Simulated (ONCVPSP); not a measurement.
## Before and after: ONCV potential for caesium

```json
{
  "Element": "Cs (Z = 55)",
  "Generator": "ONCVPSP 4.0.1",
  "Type": "optimised norm-conserving Vanderbilt (ONCV)",
  "Functional": "PBEsol",
  "Relativity": "scalar-relativistic",
  "Frozen core": "[Kr] 4d10",
  "Valence charge": "9",
  "Reference configuration": "5s2 5p6 6s1",
  "Partial waves": "5s+6s: rc 2.90 bohr, ncon 3, nbas 6, qcut 3.8 1/bohr, 2 projectors; 5p: rc 2.30 bohr, ncon 3, nbas 6, qcut 3.6 1/bohr, 2 projectors, debl 1.1 Ha; d scattering state at 0.07 Ha: rc 2.65 bohr, ncon 3, nbas 6, qcut 3.1 1/bohr, 2 projectors, debl 2.9 Ha",
  "Local potential": "polynomial inside 2.05 bohr (lpopt 5, dvloc0 2 Ha)",
  "Core correction": "none"
}
```

In the d channel the program set the typed energies aside and used 0.050, 2.950 Ha.

Change: s: qcut 5.4.

Cutoffs: the cutoffs (Ha) at which the residual kinetic energy of the hardest occupied pseudo-wave falls to 1 and 0.1 mHa per electron; they do not see the model core or the augmentation charge, which bear on the density cutoff. Errors are all-electron minus pseudo energies relative to the spin-unpolarised reference configuration.

Question: How do hardness, ghosts and transferability respond?

Answer: The potential gets harder (4.3 Ha and 19 Ha → 6.8 Ha and 19 Ha); the errors of the 4 common tests hardly move; the range in which the s phases agree narrows (upper end 2.4 → 0.5); neither file shows a bound ghost. The waves are optimised to have the least kinetic energy above qcut, so the cutoff follows it (qcut²/2 in Ha).

| quantity | base | changed |
| --- | --- | --- |
| cutoff, loose | 4.3 Ha | 6.8 Ha |
| cutoff, tight | 19 Ha | 19 Ha |
| loose cutoff by channel | s 4.3 Ha, p 4.2 Ha | s 6.8 Ha, p 4.2 Ha |
| bound ghosts | none | none |
| GHOST(+) flags under 300 eV | p at 197.8 eV | p at 197.8 eV |
| error for 5s2 5p6 6s0, meV [ΔE 3.79 eV] | -0.3 | -0.1 |
| error for 5s2 5p6 6s0.5, meV [ΔE 1.46 eV] | -0.1 | -0.1 |
| error for 5s2 5p6 6s0 6p1, meV [ΔE 1.35 eV] | -0.2 | -0.1 |
| error for 5s2 5p5 6s1, meV [ΔE 17.89 eV] | -10 | -9.6 |
| s: phases at 2.94 bohr within 0.05 rad from the reference energy up to (Ha; the scan ends near 5) | 2.4 | 0.5 |
| p: phases at 2.33 bohr within 0.05 rad from the reference energy up to (Ha; the scan ends near 5) | 2.0 | 2.0 |
| d: phases at 2.69 bohr within 0.05 rad from the reference energy up to (Ha; the scan ends near 5) | to the end of the scan | to the end of the scan |
